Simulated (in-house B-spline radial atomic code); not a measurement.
Excitations of Sc³⁺ by several methods

Full response, energies in eV; labels give the largest channel, * marks a mixed state, a dash one above the method's threshold, and an imaginary frequency an unstable closed-shell reference. Computed with an all-electron radial atomic-structure program (B-spline basis): linear response of the closed shell [Ne] 3s2 3p6 with each method's own kernel (bare exchange for TDHF, static screening on G0W0 levels for BSE, the adiabatic kernel for functionals); scalar-relativistic (spin-free one-electron X2C), finite nucleus, no spin-orbit coupling, no double excitations, S, P, D and F terms only. Only terms of natural parity with L up to 3 were computed.

```csv
method,3p → 3d 3P,3p → 3d 3F,3p → 3d 1F,α (bohr³)
TDHF,29.258,29.980,33.39,2.129
BSE on G0W0@HF,30.28,31.16,34.06,2.103
LDA VWN5,?,?,?,?
PBE,29.777,30.05,32.92,2.157
PBE0,29.773,30.18,33.18,2.143
B3LYP (VWN-RPA),?,?,?,?
CAM-B3LYP,29.680,30.12,32.88,2.157
LC-wPBE,29.861,30.18,33.08,2.148
wB97X,30.19,30.71,33.16,2.142
HSE06,29.789,30.19,33.18,2.144
BHandHLYP,29.611,30.12,33.09,2.142
BLYP,29.630,29.868,32.61,2.166
PBEsol,29.800,30.27,33.01,2.159
BP86,29.865,30.06,32.89,2.155
LDA exchange-only,29.297,30.19,32.90,2.191
B97-1,29.986,30.42,32.94,2.146
RPBE,29.776,30.00,32.90,2.156
OLYP,29.676,30.28,32.98,2.141
```

**Question.** What does LDA VWN5 give?

**Answer.** 3p → 3d 3P: 29.927; 3p → 3d 3F: 30.67; 3p → 3d 1F: 33.00; α: 2.164 (eV, bohr³).

**Question.** What does B3LYP (VWN-RPA) give?

**Answer.** 3p → 3d 3P: 29.702; 3p → 3d 3F: 30.09; 3p → 3d 1F: 32.85; α: 2.154 (eV, bohr³).
